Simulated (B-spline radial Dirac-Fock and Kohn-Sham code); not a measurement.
**Core and valence levels of Yb⁴⁸⁺**

System: Yb⁴⁸⁺, 1s2 2s2 2p6 3s2 3p6 3d4; nuclear rms radius 5.3108 fm (A = 174).

Level of theory: Dirac-Fock energy differences between relaxed states, corrected for Breit and QED terms; a B-spline atomic structure program. No correlation. Energies are counted from the vacuum level.

All terms are in eV, carry their sign (relaxation lowers the binding energy) and add up to the binding energy; ⟨r⟩ is the mean radius of the orbital in the initial state.

```
subshell  −ε (Koopmans)  relaxation    Breit  self-energy  vacuum polarisation  binding energy  ⟨r⟩ (bohr)
      1s        64664.8      -40.74  -192.02      -121.19                21.65         64332.4       0.020
      2s        13459.1      -12.05   -21.60       -17.25                 2.88         13411.0       0.082
   2p1/2        12967.0      -15.12   -34.61         0.07                 0.09         12917.5       0.068
   2p3/2        11905.0      -13.23   -21.38        -1.22                -0.10         11869.1       0.076
      3s         4988.5       -1.68    -4.77        -4.37                 0.70          4978.4       0.205
   3p1/2         4781.5       -2.05    -7.77        -0.11                 0.03          4771.6       0.195
   3p3/2         4524.5       -1.73    -4.68        -0.38                -0.03          4517.7       0.206
      3d         4208.2       -2.43    -2.63         0.16                -0.03          4203.3       0.182
```

For the deepest level, K (1s), the Breit terms make up -0.298 % of the binding energy, QED -0.155 % and orbital relaxation -0.063 %.

Spin-orbit splittings: 2p 1048.4 eV, 3p 253.9 eV.

Going to the tabulated ground configuration of the next ion removes an electron from M4,5 (3d), computed at 4203.3 eV. NIST lists 4238 ± 4 eV as the ionisation energy of this species (theoretical), +34.73 eV from the computed value. Where a p, d or f shell is open in either ion the computed value averages over both j values and all terms, while the table refers to the lowest levels; that difference holds spin-orbit splitting (largest in heavy or highly charged ions), term energies where several electrons share open shells, and correlation, and it can reach 10 % or more.
